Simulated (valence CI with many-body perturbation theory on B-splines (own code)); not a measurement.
# Energy levels of In XXVIII

Method: relativistic CI+MBPT: four valence electrons over a frozen Dirac-Fock core [Ar], radial functions for each j: 9 s, 9 p, 10 d, 8 f, 5 g, 3 h, 1 i, with the one-electron correlation potential Σ1, the two-electron term Σ2, the three-electron term Σ3, Breit, model QED; selected CI, second order for the rest (own B-spline code, finite nucleus).

The last digits are not significant, and no measured levels were compared; by estimate large intervals hold to a few tenths of a per cent, small ones and those within an open d or f shell to about a per cent. Core correlation moves these levels by up to 8900 cm⁻¹, and in measured spectra 5 to 20 % of such shifts remained as error; rates that hang on mixing are uncertain with them. Only levels of the ground parity were solved; by the run's estimate the other parity begins above the list, which can be wrong where configurations are misplaced.

Levels 1 to 34 of 34, with energies above the lowest level, 3d4 5D_0 [a]. "Leading %" is the weight of the configuration and term that name the level; weights of strongly mixed levels are sums over their largest components and can fall short. In the jj column 3d3/2^4 stands for four electrons in 3d with j = 3/2. Lifetimes count E1, E2, E3, M1 and M2 decay at the calculated energies, and are blank where another channel may lead or the interval is too uncertain; long ones can be off by a factor of two.

```
No.  Configuration  Term  J  E (eV)  Leading %  Lifetime              Leading jj  Second component
  1            3d4    5D  0   0.000         53                    3d3/2^4 (85 %)       41 % 3d4 3P
  2            3d4    5D  1   4.869         80    456 μs    3d3/2^3 3d5/2 (89 %)       20 % 3d4 3P
  3            3d4    5D  2   8.392         87    986 μs  3d3/2^2 3d5/2^2 (52 %)        5 % 3d4 3P
  4            3d4    5D  3  10.711         78   4.05 ms  3d3/2^2 3d5/2^2 (47 %)       12 % 3d4 3F
  5            3d4    5D  4  11.447         47    272 ms    3d3/2^3 3d5/2 (67 %)       29 % 3d4 3F
  6            3d4    5D  0  16.160         45   42.7 μs  3d3/2^2 3d5/2^2 (81 %)       38 % 3d4 3P
  7            3d4    3H  4  17.247         50    283 μs  3d3/2^2 3d5/2^2 (62 %)       30 % 3d4 5D
  8            3d4    3G  3  19.975         61    146 μs  3d3/2^2 3d5/2^2 (53 %)       20 % 3d4 3F
  9            3d4    3F  2  20.434         60   93.9 μs  3d3/2^2 3d5/2^2 (58 %)       19 % 3d4 1D
 10            3d4    3H  5  21.255         74    442 μs  3d3/2^2 3d5/2^2 (99 %)       26 % 3d4 3G
 11            3d4    3P  1  21.719         69   68.1 μs  3d3/2^2 3d5/2^2 (72 %)       16 % 3d4 3D
 12            3d4    3H  6  22.791         68   46.4 ms  3d3/2^2 3d5/2^2 (92 %)       32 % 3d4 1I
 13            3d4    3G  4  24.897         66    540 μs  3d3/2^2 3d5/2^2 (86 %)       24 % 3d4 1G
 14            3d4    3D  2  25.635         45    415 μs  3d3/2^2 3d5/2^2 (82 %)       39 % 3d4 3P
 15            3d4    3D  3  26.537         44    165 μs  3d3/2^2 3d5/2^2 (69 %)       40 % 3d4 3F
 16            3d4    3F  4  27.144         43   66.8 μs    3d3/2 3d5/2^3 (59 %)       23 % 3d4 3H
 17            3d4    3F  3  29.695         42              3d3/2 3d5/2^3 (80 %)       28 % 3d4 3G
 18            3d4    3P  2  30.693         36   52.5 μs    3d3/2 3d5/2^3 (47 %)       33 % 3d4 1D
 19            3d4    3G  5  31.556         74    132 μs    3d3/2 3d5/2^3 (99 %)       26 % 3d4 3H
 20            3d4    3D  1  32.612         81   39.6 μs    3d3/2 3d5/2^3 (79 %)       14 % 3d4 3P
 21            3d4    1I  6  32.769         68    128 μs    3d3/2 3d5/2^3 (92 %)       32 % 3d4 3H
 22            3d4    3F  4  36.104         48            3d3/2^2 3d5/2^2 (61 %)       38 % 3d4 1G
 23            3d4    1S  0  36.224         69              3d3/2 3d5/2^3 (81 %)       30 % 3d4 3P
 24            3d4    3P  2  37.035         48   64.4 μs  3d3/2^2 3d5/2^2 (55 %)       22 % 3d4 3D
 25            3d4    1F  3  38.602         56              3d3/2 3d5/2^3 (84 %)       24 % 3d4 3D
 26            3d4    3P  2  40.275         56   79.4 μs  3d3/2^2 3d5/2^2 (57 %)       30 % 3d4 3F
 27            3d4    3F  4  43.842         52   29.9 μs          3d5/2^4 (65 %)       35 % 3d4 1G
 28            3d4    3F  3  45.616         75              3d3/2 3d5/2^3 (98 %)       23 % 3d4 1F
 29            3d4    3F  2  45.876         44   45.2 μs          3d5/2^4 (48 %)       35 % 3d4 1D
 30            3d4    3P  1  46.212         97   45.7 μs    3d3/2 3d5/2^3 (93 %)                  
 31            3d4    1G  4  48.282         69   46.8 μs    3d3/2 3d5/2^3 (83 %)       25 % 3d4 3F
 32            3d4    3P  0  48.322         79            3d3/2^2 3d5/2^2 (53 %)       20 % 3d4 1S
 33            3d4    1D  2  57.919         89   35.0 μs    3d3/2 3d5/2^3 (44 %)        5 % 3d4 3D
 34            3d4    1S  0  71.548         89   16.2 μs          3d5/2^4 (45 %)       11 % 3d4 3P
```

Names give the largest LS component (configuration and term), which can be under half, so a name can repeat, a term be missing and a line seem to break the LS rules; names also repeat where a configuration has a term twice.

The ionisation energy to 3d3 4F_3/2 of the next ion comes out as 1496.8 eV (NIST: 1496 ± 4 eV (theoretical)). All 34 levels together are meant to be complete up to 74.406 eV.
